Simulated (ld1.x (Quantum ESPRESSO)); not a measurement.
iodine, TM semilocal: configuration errors across variants

| Quantity | Value |
| --- | --- |
| Element | iodine |
| Generator | ld1.x (Quantum ESPRESSO) 7.5 |
| Type | norm-conserving Troullier–Martins (semilocal form) |
| Functional | PBE |
| Relativity | scalar-relativistic |
| Frozen core | [Kr] 4d10 |
| Valence charge | 7 |
| Reference configuration | 5s2 5p5 |
| Partial waves | 5s (bound): rc 1.75 bohr; 5d channel at 0.05 Ry: rc 1.65 bohr; 5p (bound): rc 1.75 bohr |
| Local potential | the p channel |
| Core correction | none |

All-electron excitation energies from the reference (eV): (1) 5s2 5p4 11.131; (2) 5s2 5p3 30.977; (3) 5s2 5p2 60.305; (4) 5s2 5p1 99.731; (5) 5s2 5p4.5 4.532; (6) 5s1 5p6 10.414; (7) 5s1 5p5 22.111.

In the semilocal form every listed channel keeps its own potential, so the choice of the local channel does not act on these tests. It acts once the file is put into the separable form.

A semilocal file is local in each channel, so a ghost entry of none says nothing of the separable form that plane-wave codes build from it.

2 further variants failed, have other tests or too few solved ones, and are left out.

A true bound ghost makes a file unfit for plane-wave use even where its test errors are small: the radial tests pick states by their node count and pass the ghost by.

Errors AE − PS in meV (a dash: test not solved or not reliable):

```csv
change,(1),(2),(3),(4),(5),(6),(7),bound ghosts
base,-3.9,-16,-45,-88,-1.3,+4.4,+7.5,none
wave 5d channel at 0.05 Ry: rc 1.65 bohr becomes 5d channel at 0.05 Ry: rc 2.38 bohr,-3.9,-16,-45,-88,-1.3,+4.4,+7.5,none
wave 5d channel at 0.05 Ry: rc 1.65 bohr becomes 5d channel at -0.18 Ry: rc 1.65 bohr,-3.9,-16,-45,-88,-1.3,+4.4,+7.5,none
wave 5s (bound): rc 1.75 bohr becomes 5s (bound): rc 1.14 bohr,+5.8,+42,+139,+347,+0.5,–,+58,s
local potential the s channel,-3.9,-16,-45,-87,-1.3,+4.4,+7.5,none
wave 5d channel at 0.05 Ry: rc 1.65 bohr becomes 5d channel at 0.05 Ry: rc 1.40 bohr,-3.9,-16,-45,-88,-1.3,+4.4,+7.5,none
wave 5d channel at 0.05 Ry: rc 1.65 bohr becomes 5d channel at 2.81 Ry: rc 1.65 bohr,-3.9,-16,-45,-88,-1.3,+4.4,+7.5,none
core correction a·sin(br)/r model core inside 1.52 bohr,-2.4,-11,-44,-137,-1.0,-7.0,-10,none
wave 5p (bound): rc 1.75 bohr becomes 5p (bound): rc 1.50 bohr,0.0,+1.3,-6.5,-37,-0.4,+38,+49,none
```

(1) Give the same row for: wave 5p (bound): rc 1.75 bohr becomes 5p (bound): rc 2.02 bohr.

Results:

(1) -4.5, -18, -46, -80, -1.5, +1.3, +2.0; bound ghosts: none.
